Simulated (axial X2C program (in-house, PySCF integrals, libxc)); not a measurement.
# Nuclear properties of AsOH⁻

Calculated with an in-house all-electron X2C program for linear molecules (integrals from PySCF): two-component X2C with atomic mean-field Coulomb and Gaunt terms, Gaussian nuclei, basis As dyall-v3z, O dyall-av3z, H dyall-v3z with contracted cores.

As–O–H held linear, with bonds 1.862 and 0.945 Å (near the PBE0 minimum at charge -1 of the determinant lowest at the starting distance; the state shown can have its own minimum elsewhere, held linear; other orders of the atoms were not compared).

Input and command:
```json
{"zs": [33, 8, 1], "q": -1, "bas": ["dyall-v3z", "dyall-av3z", "dyall-v3z"], "r0": [1.84, 0.96], "symm": 0, "scan": ["PBE0", "HF", "TPSSh"], "levels": ["PBE0", "HF", "TPSSh"], "nst": 2}
```
```bash
python solin.py task.json out
```

Keys: zs atomic numbers; q charge; bas basis sets; r0 starting distance in Å; symm equal bonds; scan levels of the two-bond scan; levels methods; nst determinants followed.

Determinant lowest in the PBE0 search, Ω = 3/2 (⟨Sz⟩ = 0.50, ⟨Lz⟩ = 1.00 at PBE0), spin on the atoms As 0.50, O 0.01, H 0.00:

| level | Eeff magnitude (GV/cm) | Ws magnitude As (kHz) | A∥/gI As (MHz) | qzz As (a.u.) | A∥/gI O (MHz) | qzz O (a.u.) | A∥/gI H (MHz) | qzz H (a.u.) |
| --- | --- | --- | --- | --- | --- | --- | --- | --- |
| PBE0 | 0.279 | 0.0843 | 252 | 6.03 | 32 | 2.08 | 1.86 | 0.57 |
| HF | 1.15 | 0.33 | 270 | 6.09 | 36.1 | 2.11 | 1.42 | 0.57 |
| TPSSh | 0.22 | 0.0676 | 256 | 6.11 | 32.7 | 2.08 | 2.01 | 0.57 |

Determinant 0.14 eV from it at PBE0 and this distance, Ω = 1/2 (⟨Sz⟩ = -0.50, ⟨Lz⟩ = 1.00 at PBE0), spin on the atoms As -0.49, O -0.01, H 0.00:

| level | Eeff magnitude (GV/cm) | Ws magnitude As (kHz) | A∥/gI As (MHz) | qzz As (a.u.) | A∥/gI O (MHz) | qzz O (a.u.) | A∥/gI H (MHz) | qzz H (a.u.) |
| --- | --- | --- | --- | --- | --- | --- | --- | --- |
| PBE0 | 0.0704 | 0.0405 | 1660 | 5.92 | 123 | 2.07 | 4.7 | 0.57 |
| HF | 0.217 | 0.203 | 1570 | 6.02 | 58.3 | 2.11 | 3.53 | 0.57 |
| TPSSh | 0.0706 | 0.0405 | 1600 | 6.01 | 134 | 2.08 | 4.9 | 0.57 |

Eeff is the effective electric field on the electron electric dipole moment in this Ω state and Ws the scalar–pseudoscalar constant of the nucleus named (defined with the proton number Z and per Ω); A∥ (defined per Ω) follows by multiplying with gI = μI/(I μN); qzz is the electric field gradient, eQq0 = 234.96 MHz × Q/barn × qzz. The operators were transformed with the bare-nucleus X2C matrices; with these basis sets, hyperfine constants and field gradients can be off by tens of per cent, and where levels differ in sign neither size nor sign is settled.

Task: With gI(75As) = 0.9597, Q(75As) = 0.311 barn, gI(17O) = -0.7575, Q(17O) = -0.02558 barn, gI(1H) = 5.5857 (g factors from the IAEA table of nuclear moments by Stone; Q from Pyykkö, Mol. Phys. 2018), turn the PBE0 values of the first state into constants in MHz.

Result: A∥(75As) = 252 × 0.9597 = 242 MHz; eQq0(75As) = 234.96 × (0.311) × (6.03) = 441 MHz; A∥(17O) = 32 × -0.7575 = -24.2 MHz; eQq0(17O) = 234.96 × (-0.02558) × (2.08) = -12.5 MHz; A∥(1H) = 1.86 × 5.5857 = 10.4 MHz.

The molecule was held linear; bending was not examined, so a bent shape may lie lower.

Each state is one determinant with collinear spin. Unrestricted Hartree–Fock can overshoot spin polarisation at the nuclei. In the state Ω = 1/2 the sign of Eeff differs between levels (HF against PBE0). For an anion, determinants above electron detachment, or with a positive highest level, are held by the basis set. Where Eeff spreads by more than a factor of two the levels disagree and none is to be relied on. The search compared states at one distance, so a state with another bond length can lie lower. The sign of Ws at As differs between levels in the second state. PBE0 term energies can be off by some tenths of an eV.
